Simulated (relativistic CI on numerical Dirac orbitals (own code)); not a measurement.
Cd4+ (4d8) in a crystal field

Calculated by Dirac-Coulomb-Breit CI, KLI orbitals optimised for each configuration, QED by a radiative potential, valence Slater integrals scaled by 0.75, one configuration in a parametric crystal field (own radial code).

Field parameters in Wybourne normalisation: D3d B²₀ = −7Dσ, B⁴₀ = −14Dq − 21Dτ, B⁴₃ = −14√(10/7) Dq; D4h B²₀ = −7Ds, B⁴₀ = 21(Dq − Dt), B⁴₄ = 21√(5/14) Dq; Oh B⁴₀ = 21Dq, B⁴₄ = √(5/14) B⁴₀; Td as Oh with Dq negative (B⁴₀ = 21Dq, B⁴₄ = √(5/14) B⁴₀). The field is a parameter set, without covalency.

S is read from ⟨S²⟩ = S(S + 1).

Powder χT (cm³ K mol⁻¹) by Van Vleck's formula, with temperature-independent terms:

```tsv
Field	2 K	5 K	10 K	20 K	50 K	100 K	200 K	300 K
D3d, 10Dq = 36600, Dσ = 0, Dτ = -300 cm⁻¹	1.25	1.27	1.27	1.27	1.27	1.27	1.28	1.29
D4h, 10Dq = 17900, Ds = 750, Dt = 600 cm⁻¹	0.0724	0.181	0.362	0.718	1.36	1.59	1.66	1.68
D4h, 10Dq = 31600, Ds = 1760, Dt = 490 cm⁻¹	0.284	0.692	1.08	1.27	1.33	1.34	1.35	1.36
Oh, 10Dq = 25600 cm⁻¹	1.37	1.37	1.37	1.37	1.37	1.37	1.38	1.39
Oh, 10Dq = 27500 cm⁻¹	1.34	1.34	1.34	1.34	1.35	1.35	1.36	1.37
Td, 10Dq = -8400 cm⁻¹	0.00843	0.0211	0.0422	0.0843	0.211	0.422	0.843	1.25
Td, 10Dq = -14150 cm⁻¹	0.00664	0.0166	0.0332	0.0664	0.166	0.332	0.664	0.993
Td, 10Dq = -14700 cm⁻¹	0.00655	0.0164	0.0327	0.0655	0.164	0.327	0.655	0.979
```

For D4h, 10Dq = 17900, Ds = 750, Dt = 600 cm⁻¹: what effective moment follows at 300 K?

μ_eff = √(8χT) = 3.67 μB. The ground level has S = 1.00; the spin-only moment for S = 1 is 2.83 μB. The difference comes from the orbital moment, spin-orbit mixing of terms and temperature-independent paramagnetism, all larger in this ionic model than in covalent complexes.
